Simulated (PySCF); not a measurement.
## Magnetisability: SMILES C[Si@@]1(P)C[C@H]1F, C3H8FPSi

Molfile (atoms numbered from 1):
```
C3H8FPSi
     RDKit          3D

 14 14  0  0  0  0  0  0  0  0999 V2000
   -1.4817   -1.3143    0.1485 C   0  0  0  0  0  0  0  0  0  0  0  0
    0.0752   -0.2852    0.2042 Si  0  0  1  0  0  4  0  0  0  0  0  0
    1.8306   -1.2215    1.2603 P   0  0  0  0  0  0  0  0  0  0  0  0
    0.2668    1.0254   -1.1154 C   0  0  0  0  0  0  0  0  0  0  0  0
   -0.1367    1.5769    0.2522 C   0  0  1  0  0  0  0  0  0  0  0  0
   -1.3867    2.1305    0.3151 F   0  0  0  0  0  0  0  0  0  0  0  0
   -1.7139   -1.7169    1.1460 H   0  0  0  0  0  0  0  0  0  0  0  0
   -2.3162   -0.6709   -0.1682 H   0  0  0  0  0  0  0  0  0  0  0  0
   -1.3941   -2.1553   -0.5553 H   0  0  0  0  0  0  0  0  0  0  0  0
    2.6631   -0.0834    1.0316 H   0  0  0  0  0  0  0  0  0  0  0  0
    2.3070   -1.9129    0.1029 H   0  0  0  0  0  0  0  0  0  0  0  0
    1.2253    1.3530   -1.5334 H   0  0  0  0  0  0  0  0  0  0  0  0
   -0.5460    1.0545   -1.8530 H   0  0  0  0  0  0  0  0  0  0  0  0
    0.6054    2.2216    0.7431 H   0  0  0  0  0  0  0  0  0  0  0  0
  1  2  1  0
  2  3  1  1
  2  4  1  0
  4  5  1  0
  5  6  1  0
  5  2  1  0
  1  7  1  0
  1  8  1  0
  1  9  1  0
  3 10  1  0
  3 11  1  0
  4 12  1  0
  4 13  1  0
  5 14  1  1
M  END
```

The calculation used PySCF, GIAO B97-2/pcSseg-1 magnetisability, rotational g tensor and spin-rotation constants, non-relativistic, gas phase. Geometry: PBE0-D3(BJ)/def2-SVP.

Task: What are the magnetisability and the molar susceptibility?

Result: Isotropic -1412 × 10⁻³⁰ J/T², or -85.0 × 10⁻⁶ cm³/mol; principal values -1577, -1353, -1307 × 10⁻³⁰ J/T², anisotropy 250 × 10⁻³⁰ J/T² (root of half the summed squared differences of the principal values). The susceptibility is in cgs units.

Task: Split it along the inertial axes a, b, c into diamagnetic and paramagnetic parts about the centre of mass, with the quadrupole moment.

Result: 
```csv
axis,χ (10⁻⁶ cm³/mol),diamagnetic (10⁻⁶ cm³/mol),paramagnetic (10⁻⁶ cm³/mol),summed x² of all electrons (Å²),quadrupole Θ (D Å)
a,-88.0,-477.8,389.8,177.7,-8.70
b,-86.3,-907.5,821.2,76.4,+8.30
c,-80.8,-1078.1,997.3,36.2,+0.40
```
Anisotropies 2χaa − χbb − χcc = -8.8 and 2χbb − χaa − χcc = -3.8 × 10⁻⁶ cm³/mol. Θ is traceless in Buckingham's convention.

Task: And the rotational g tensor?

Result: 
| axis | rotational constant (GHz) | g | nuclear part | electronic part |
| --- | --- | --- | --- | --- |
| a | 3.4416 | -0.0013 | 0.6290 | -0.6303 |
| b | 1.3820 | -0.0081 | 0.5251 | -0.5332 |
| c | 1.1759 | -0.0074 | 0.5436 | -0.5510 |

Asymmetric top; isotopes 12C, 19F, 1H, 31P, 28Si; no vibrational averaging.
